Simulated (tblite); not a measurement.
C4H12NOPSi2.
Geometry (GFN2-xTB, Å), atoms numbered from 1 in this order:
```xyz
21
C4H12NOPSi2 angstrom
C      3.7690    0.7473   -0.3415
C      2.5928    0.9481   -0.4387
C      1.1695    1.1488   -0.5404
P      0.3489   -0.0761    0.5774
C      0.8926   -1.7202   -0.0110
O      0.6630    0.1548    1.9882
N     -1.2894    0.0679    0.2269
Si    -1.9372   -0.5843   -1.2489
Si    -2.1783    0.8342    1.5315
H      4.8030    0.5943   -0.2548
H      0.8318    1.0445   -1.5724
H      0.8998    2.1414   -0.1658
H      0.7287   -1.8699   -1.0735
H      0.3548   -2.4749    0.5604
H      1.9546   -1.7949    0.2176
H     -3.2093    0.0960   -1.4500
H     -2.0977   -2.0367   -1.1227
H     -1.0191   -0.2905   -2.3561
H     -3.5240    0.9837    0.9781
H     -1.5797    2.1410    1.7948
H     -2.1827   -0.0378    2.7004
```

Computed with GFN2-xTB (tblite): harmonic, unscaled wavenumbers at the GFN2-xTB geometry, gas phase. Errors from tens to a few hundred cm⁻¹ against measured bands are possible. Modes of hydrogen on silicon can be 10 to 20 % off. One conformer, not necessarily the lowest.

Harmonic wavenumbers (cm⁻¹): 30.9, 40.9, 84.6, 112.5, 124.5, 143.0, 154.8, 165.3, 195.7, 216.7, 248.5, 277.1, 293.0, 326.7, 350.6, 392.5, 511.5, 574.4, 580.7, 587.0, 609.2, 628.9, 640.1, 698.4, 739.5, 754.6, 760.0, 766.6, 781.7, 791.0, 808.0, 818.3, 835.4, 850.5, 932.0, 1004.9, 1012.2, 1077.8, 1170.1, 1268.5, 1310.0, 1389.8, 1424.3, 1435.3, 2207.0, 2226.7, 2265.7, 2274.8, 2289.3, 2302.8, 2320.6, 2927.7, 2963.9, 3004.3, 3009.1, 3035.3, 3398.5.

A = 1563, B = 703.6, C = 598.9 MHz; mass 177.020 u (most abundant isotopes); point group C1, symmetry number 1.

**Question.** Zero-point energy?

**Answer.** Half the sum of the wavenumbers: 31072 cm⁻¹ = 371.70 kJ/mol.

**Question.** What is S at 350 K and 1 bar for an ideal gas of classical rigid rotors and harmonic oscillators?

**Answer.** Translation 176.74, rotation 129.90, vibration 231.91: S = 538.5 J/(mol K).

**Question.** And Cp and H(350 K) − H(0)?

**Answer.** Cp = 251.63 J/(mol K), of which vibrations give 218.38 (their classical limit is 57 R = 473.9); H(350 K) − H(0) = 52.91 kJ/mol without the zero-point energy, 41.27 from vibrations.

**Question.** Blend soft modes into free rotors: weight 1/[1 + (100 cm⁻¹/ν̃)⁴] for the oscillator and the rest for a rotor with moment μB/(μ + B), μ = h/(8π²ν), B = 10⁻⁴⁴ kg m². What vibrational entropy results?

**Answer.** 212.49 J/(mol K) in place of 231.91, which changes −T·S at 350 K by +6.80 kJ/mol.

**Question.** What must be added to the electronic energy to get the Gibbs energy at 350 K and 1 bar?

**Answer.** ZPE + [H(350 K) − H(0)] − T·S = 371.70 + 52.91 − 188.49 = 236.12 kJ/mol.

**Question.** How do the functions run with temperature in this model?

**Answer.** 
```
 T (K)  S (J/(mol K))  Cp (J/(mol K))  H − H(0) (kJ/mol)  G − H(0) (kJ/mol)  ln q(vib)
   150          376.7           140.2              13.12             -43.39       5.30
   250          462.6           200.6              30.19             -85.46       9.58
298.15          500.2           226.7              40.49            -108.64      11.59
   400          573.5           272.6              66.03            -163.39      15.71
   600          696.7           334.3             127.19            -290.83      23.26
   900          844.0           391.6             236.79            -522.85      33.21
```

q(vib) and H(0) count from the zero-point level.

**Question.** Which modes carry the vibrational entropy at 350 K?

**Answer.** 30.9 cm⁻¹: 25.48; 40.9 cm⁻¹: 23.15; 84.6 cm⁻¹: 17.14; 112.5 cm⁻¹: 14.80; 124.5 cm⁻¹: 13.97; 143.0 cm⁻¹: 12.85 J/(mol K); the other 51 give 124.52 together.

Hindered rotation and anharmonicity are outside this model. Other conformers, if any are populated, would add a mixing term that is left out. The structure is chiral; the term R ln 2 for an equal mix with its mirror image is left out.
